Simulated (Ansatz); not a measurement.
Reactions of GaH$_{5}$OSSi (`[SiH3][O][GaH][SH]`).

Computed with Ansatz on PBE0-D4/def2-TZVP structures; ΔE is electronic, products minus reactants. CBS: MP2 limit from def2 TZ/QZ plus the TZ coupled-cluster correction, frozen cores. This one scheme is used for every species. For Ga, Ge outer-core shells are correlated without core-valence functions, which leaves a few kJ/mol of doubt a bond. Scalar relativity is left out up to krypton. Each species was taken in one conformer, which may not be the lowest.

Problem. Order these by ΔE at CCSD(T)/CBS, lowest first. (An estimate is asked.)
A. `[SiH3][O][GaH][SH]` + H₂ → SiH₄ + `[OH][GaH][SH]`
B. `[SiH3][O][GaH][SH]` + `NC=O` → `O=CN[SiH3]` + `[OH][GaH][SH]`
C. `[SiH3][O][GaH][SH]` + `[OH][AlH2]` → `[AlH2][O][SiH3]` + `[OH][GaH][SH]`
D. `[SiH3][O][GaH][SH]` + `[F][GeH2][Cl]` → `[SH][GaH2]` + `[F][GeH]([Cl])[O][SiH3]`

Solution. C (-4.4 kJ/mol), D (+21.1 kJ/mol), B (+50.6 kJ/mol), A (+82.7 kJ/mol).

Largest T1 diagnostic: 0.016, for `NC=O`.
